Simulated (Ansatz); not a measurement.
The cluster Sc₈O₁₂. Total charge 0; singlet. Geometry PBE-D4/def2-SVP, basis def2-TZVP, Ansatz.

```xyz
20

Sc   -0.218    0.105   -2.135
Sc    1.717    1.083    0.107
Sc   -0.472    3.075    0.743
Sc    1.295   -1.979    1.614
Sc   -1.405   -2.075   -0.070
Sc   -0.810    0.189    1.633
Sc    1.621   -2.007   -1.286
Sc   -2.437    1.441   -0.818
O    -2.332   -0.409    0.242
O    -0.336    1.123   -0.280
O    -2.065    3.228   -0.349
O     1.991   -3.414    0.217
O    -1.093    1.961    2.196
O    -0.356   -1.883   -1.808
O     1.255   -0.003    1.746
O     2.922   -2.235    0.307
O     1.776   -0.021   -1.663
O     1.480    2.912    0.412
O    -0.675   -2.037    1.756
O    -1.859    0.945   -2.563
```

| run | HOMO (eV) | LUMO (eV) |
| --- | --- | --- |
| A | -3.51 | -2.61 |
| B | -4.05 | -1.94 |
| C | -3.44 | -2.40 |
| D | -4.06 | -1.85 |

Single mean-field runs in def2-TZVP are fitted with def2-universal-jkfit. The structure holds one bond between oxygen atoms, so isomers without such links may lie far lower. No other spin state of charge 0 was run. The structure comes from a short search, and lower isomers may exist.

The runs used PBE, PBE0, r2SCAN, r2SCAN0. Estimate which is which.

A PBE (0 % exact exchange); B PBE0 (25 % exact exchange); C r2SCAN (0 % exact exchange); D r2SCAN0 (25 % exact exchange). Exact exchange lowers occupied and raises empty levels; among semilocal functionals meta-GGAs tend to open the gap a little, and such runs are hard to tell apart. The gap grows from 0.90 eV (PBE) to 2.21 eV (r2SCAN0). The restricted singlet is unstable towards broken spin symmetry in Hartree–Fock (as tested in another run); at PBE-D4/def2-TZVP, PBE0-D4/def2-TZVP, r2SCAN-D4/def2-TZVP, r2SCAN0-D4/def2-TZVP this wasn't settled.
